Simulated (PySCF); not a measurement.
Si(H)2(OAc)(OH) (C2H6O3Si), SMILES O([SiH2]O)C(C)=O. The structure is a stationary point at B3LYP-D3(BJ)/def2-SVP. The values are those of a single conformer.

Computed equilibrium geometry at B3LYP-D3(BJ)/def2-SVP (PySCF confirms it by a frequency run) as Cartesian coordinates in Å (one conformer of several):
```xyz
12

Si    -1.3515    -0.0331     0.0338
O     -2.2509     1.3476     0.1870
O      0.2904     0.4754     0.0023
C      1.2495    -0.4687    -0.0464
C      2.6386     0.1098    -0.0704
O      0.9802    -1.6476    -0.0647
H     -1.6174    -0.8341     1.2436
H     -1.6292    -0.7347    -1.2440
H     -2.2436     1.9774    -0.5430
H      3.3800    -0.6965    -0.1120
H      2.7481     0.7741    -0.9415
H      2.7963     0.7269     0.8275
```
Charge 0, spin multiplicity 1.
